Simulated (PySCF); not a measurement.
**Structure elucidation problem**

The spectra below were simulated for a compound C₄H₄Cl₃NO.

1H NMR (600 MHz, computed): δ 7.25 (br s, 1H), 6.74 (br s, 1H), 6.10 (br, 1H), 5.21 (br, 1H).

13C{1H} NMR (computed): δ 161.2 (C), 150.3 (C), 140.4 (CH2), 120.1 (C).

Averaged over atoms made equivalent by symmetry, fast rotation or ring inversion, no solvent model, no relativistic terms, one conformer. Structure optimised with GFN2-xTB; NMR shieldings at PBE0/pcSseg-1/GIAO; PySCF 2.14.0 with density-fitted response routines.

References, each an isolated molecule treated in the same way: 1H (σ = 31.72 ppm) and 13C (σ = 186.93 ppm) vs TMS.

Task: Propose a structure and justify it.

Result: 
1. Rings plus π bonds: 2 (no ring in the answer).
2. 4 carbon signals for 4 carbons: no two carbons are equivalent.
3. Carbon types of the structure: 3 × C, 1 × CH2, leaving 2 H on heteroatoms.
4. δC 161.2: amide carbonyl carbon; lone-pair donation from the attached heteroatom keeps it upfield of a ketone carbonyl.
5. δC 150.3: α carbon of a C=C–C=O unit; as expected for a trigonal carbon in a double bond.
6. δC 140.4: β carbon of a C=C–C=O unit; conjugation with the carbonyl draws π density from the β position.
7. δC 120.1: allylic fully substituted sp3 carbon bonded to 3 Cl; 3 electronegative neighbours deshield it.
8. δH 7.25, 6.74: hydrogen on a β carbon of a C=C–C=O unit; olefinic region.
9. δH 6.10, 5.21: hydrogen on an amide-type nitrogen; labile proton, position sensitive to the medium.

Structure: `C=C(C(N)=O)C(Cl)(Cl)Cl`.

This is the structure that produced the data.

The OH or NH signal is concentration- and solvent-dependent in practice; the value given is the gas-phase one. Rotation about the amide-type C–N bond is slow at room temperature, so the two groups on nitrogen are listed apart. Carbons that carry Cl, above all several Cl atoms, come out too deshielded, partly because spin–orbit coupling is missing. Shifts are as computed. Against solution values, carbons near 30 ppm lie about +3 ppm off and those near 130 ppm about +5 ppm; carbons on Cl a further +6 ppm. Of 1211 compounds with measured shifts, 218 miss one by over three times the rms of a fit or turn the order of signals round; such compounds aren't used in these exercises. The C=O carbon of an acid or of an amide with N–H lies up to 10 ppm further downfield in solution, through hydrogen bonding that the calculation lacks. Multiplicities follow the n + 1 count of equivalent neighbours, as no J values were calculated; m marks all less simple cases, F and P coupling included.
